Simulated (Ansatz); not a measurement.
Total energies of CH$_{4}$N$_{2}$Sn.

```xyz
8

N    -1.439    1.675   -1.045
C    -0.537    1.014   -0.601
N     0.313    0.205   -0.240
Sn   -0.069   -1.933    0.856
H    -1.916    2.381   -0.502
H     1.293    0.438   -0.337
H     1.266   -2.480   -0.181
H     1.088   -1.300    2.050
```

The species carries charge 0 and has multiplicity 1. Correlated methods include outer-core shells of Sn, which these sets cover unevenly. Sn takes the def2 core potential. The bonds changed during the relaxation, so this is another structure than the one it started from. Geometry: relaxed with PBE0-D4/def2-TZVP. It is one conformer, not always the lowest. Basis def2-TZVPP, the Gaussian-basis code of Ansatz.

RPA on PBE orbitals: Hartree–Fock energy of these orbitals -362.40007 Eh, correlation -1.34172 Eh (frozen core).

```
functional  energy without D4 (Eh)  D4 term (kJ/mol)
 CAM-B3LYP              -364.24071             -13.2
   ωB97X-V              -364.25370                 –
```

(1) Give the same for LDA (SPW92), PBE, revPBE, BLYP, r2SCAN, B97M-V, PBE0, B3LYP, r2SCANh, r2SCAN0, HSE06 (plane-wave form), BHLYP, LC-ωPBE, ωB97M-V, B2PLYP, PBE-QIDH. (Best estimate.)

B3LYP takes the VWN-RPA correlation (the form of Gaussian; ORCA's B3LYP/G). HSE06 is the plane-wave form, built on full-range PBE exchange. The double hybrids freeze the cores in their second-order part.

## Answers

(1) The calculation gave: 
```csv
functional,energy without D4 (Eh),D4 term (kJ/mol)
LDA (SPW92),-362.73260,–
PBE,-364.14985,-15.2
revPBE,-364.33875,-45.1
BLYP,-364.24149,-33.3
r2SCAN,-364.32524,-3.7
B97M-V,-364.31473,–
PBE0,-364.15565,-12.9
B3LYP,-364.40986,-24.7
r2SCANh,-364.30229,-4.0
r2SCAN0,-364.26910,-4.4
HSE06 (plane-wave form),-364.14632,-12.1
BHLYP,-364.16369,-19.5
LC-ωPBE,-364.24875,–
ωB97M-V,-364.22067,–
B2PLYP,-364.00051,–
PBE-QIDH,-363.92798,–
```

LC-ωPBE has ω = 0.4 bohr⁻¹.
